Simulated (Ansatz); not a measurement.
Consider the formal hydrolysis of a B–C bond: `BB(C)C[SiH3]` + H₂O → `BB(C)O` + `C[SiH3]`.

Isolated molecules relaxed with PBE0-D4/def2-TZVP in Ansatz; ΔE leaves out vibrations. CCSD(T)/CBS adds triple-zeta CCSD(T) − MP2 to the extrapolated MP2 energy (def2 sets, frozen cores). This one scheme is used for every species. Functionals use def2-TZVPP. Each species was taken in one conformer, which may not be the lowest.

| species | ωB97X-V energy (Eh) |
| --- | --- |
| `BB(C)C[SiH3]` | -421.36587 |
| H₂O | -76.43446 |
| `BB(C)O` | -166.67057 |
| `C[SiH3]` | -331.17281 |

(1) Work out ΔE.

Largest T1 diagnostic among the species: 0.012.

## Answers

(1) ΔE = (-166.67057) + (-331.17281) − (-421.36587) − (-76.43446) = -0.04305 Eh = -113.0 kJ/mol. CCSD(T)/CBS gives -105.5 kJ/mol.

The D4 term adds +11.5 kJ/mol with B3LYP and +6.7 kJ/mol with PBE0; it sums over pairs of atoms, weighted by their polarisabilities, and B3LYP, whose exchange is more repulsive, gets the larger term. In def2-TZVPP, CCSD(T) changes the Hartree–Fock value by +19.6 kJ/mol (the triples alone add +2.2 kJ/mol) and MP2 by +22.5 kJ/mol.

B3LYP here is the variant with VWN-RPA as its local correlation; programs differ in this.
